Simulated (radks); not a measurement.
Results of a calculation; reference values are marked as such.
All-electron atom: Lu4+ in [Xe] 4f13. Code: a radial shooting solver on a logarithmic mesh with Libxc functionals. Model: Dirac Kohn-Sham, exchange-only PBE, spin-unpolarised, spherical densities, finite nucleus; open shells fill j = l - 1/2 first; Fermi nuclear charge, rms radius 5.37 fm. Some entries of the table are withheld. Estimate them.

orbital  occ.  eigenvalue (eV)  <1/r> (bohr^-1)
1s1/2       2        -63192.17            82.18
2s1/2       2        -10790.32            19.88
2p1/2       2        -10302.76            19.86
2p3/2       4        -9185.268            16.96
3s1/2       2        -2482.503            7.290
3p1/2       2        -2266.466            7.207
3p3/2       4        -2028.144            6.462
3d3/2       4        -1660.833            6.352
3d5/2       6        -1608.801            6.173
4s1/2       2        -532.2331            3.057
4p1/2       2        -444.1786            2.947
4p3/2       4        -389.7623            2.688
4d3/2       4        -244.8046            2.469
4d5/2       6        -234.8377            2.406
5s1/2       2        -104.0254            1.171
5p1/2       2         -78.7166            1.048
5p3/2       4         -71.0421           0.9619
4f5/2       6         -56.8213              (1)
4f7/2       7         -55.2119              (2)
5d3/2       0         -38.0797           0.6960
5d5/2       0         -37.3229           0.6801
6s1/2       0         -34.4403              (3)

Answer. 
(1) 4f5/2 <1/r> (bohr^-1): 1.898
(2) 4f7/2 <1/r> (bohr^-1): 1.870
(3) 6s1/2 <1/r> (bohr^-1): 0.4864
